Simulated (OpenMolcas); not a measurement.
**Kr3+: effect of the basis set**

```
Program             : OpenMolcas
Method              : RASSCF
Active space        : 3 electrons in 9 orbitals (RAS2 4p; RAS3 4d 5s, at most 1 electron)
State averaging     : 2S+1 = 4 odd, 1 root; 2S+1 = 2 odd, 8 roots; 2S+1 = 4 even, 18 roots; 2S+1 = 2 even, 54 roots
Spin-orbit coupling : RASSI with atomic mean-field integrals over the reference wave functions, term energies averaged over their components
```

A. ANO-RCC-VQZP [7s6p4d2f1g], DKH2, point nucleus; cost about 40 core-seconds
B. ANO-R3 [7s6p5d4f2g1h], X2C, finite nucleus; cost roughly 50 core-seconds
C. ANO-RCC [9s8p6d4f2g], DKH2, point nucleus; cost roughly 30 core-seconds

Energies in cm-1 above 4s2 4p3 4S* 3/2, the measured ground level; measured values from Saloman, J. Phys. Chem. Ref. Data 36, 215 (2007).

```tsv
Level	A	B	C	Measured
4s2 4p3 4S* 3/2	0.0	0.0	0.0	0.0
4s2 4p3 2D* 3/2	22009	21968	22014	17038
4s2 4p3 2D* 5/2	23240	23198	23249	18700
4s2 4p3 2P* 1/2	38316	38260	38330	31056
4s2 4p3 2P* 3/2	39997	39940	40016	33406
4s2 4p2 4d 4F 3/2	171739	176692	171463	172724
4s2 4p2 4d 4F 5/2	173088	178067	172809	174106
4s2 4p2 4d 4F 7/2	175023	180020	174749	176231
4s2 4p2 4d 4F 9/2	177484	182488	177222	178877
4s2 4p2 4d 4D 1/2	179546	184850	179207	180687
4s2 4p2 4d 4D 3/2	179778	185122	179451	181000
4s2 4p2 4d 4D 5/2 [54 %]	180349	185388	180114	
4s2 4p2 4d 4D 7/2 [68 %]	181229	186321	180992	180764
4s2 4p2 4d 2F 5/2(1) [57 %]	183314	188138	183293	
4s2 4p2 4d 2P 3/2(1)	183662	189246	183402	
4s2 4p2 4d 2F 7/2(1) [69 %]	187481	192187	187503	186566
4s2 4p2 4d 2P 1/2(1)	187926	193595	187667	
4s2 4p2 4d 4P 5/2	199813	207762	198917	
4s2 4p2 4d 4P 3/2	201107	208098	200193	
4s2 4p2 4d 2G 7/2	202010	207718	201749	
4s2 4p2 4d 2G 9/2	202640	208440	202348	
4s2 4p2 5s 4P 3/2	206335	210490	205276	205214
4s2 4p2 5s 4P 5/2 [66 %]	209003	212479	207984	208064
4s2 4p2 4d 2D 3/2(1)	209645	216671	208913
```

Deviations, from unrounded energies. A percentage is the sum of absolute deviations over the sum of measured energies, with the sign that they share, or ± where signs differ.

| Against measurement | Levels | A | B | C |
| --- | --- | --- | --- | --- |
| mean absolute deviation (cm-1) | 14 | 2400 | 4800 | 2400 |
| other terms of the ground configuration (%) | 4 | +23.3 | +23.1 | +23.4 |
| other configurations (%) | 10 | ±0.6 | +2.4 | ±0.5 |

A, C lie about equally close to measurement and B furthest from it. The largest miss of C in the table is 4s2 4p3 2P* 1/2, by +7300 cm-1. The ranking rests on the paired levels alone, and a cruder setting can come out closer through cancelling errors.

Among A to C the level of the table that moves most is 4s2 4p2 4d 4P 5/2, by 8800 cm-1 (lowest in C, highest in B).

Some levels mix across a computed gap that differs much from the measured one, so their mixing is not that of the real levels. ANO sets are built for valence states and can reach diffuse excited orbitals poorly, and with the s shell closed the s pⁿ⁺¹ terms that mix with these levels are absent. With the s shell closed, the reference lacks s² → p² mixing. Measured partners are found by configuration, term and J. A level has none where our copy of the source lacks it or the pairing is in doubt (some pairs that miss far off the trend of their configuration count as doubtful), and it then counts in no deviation. Levels of configurations outside the active space are missing. Levels that lie high or do not pair safely by name in every column are left out.

A share in square brackets marks a mixed level and gives the weight of the term that names it, the lowest over the columns. A number in round brackets counts repeated terms of one configuration in the order of the reference energies. * marks odd parity.
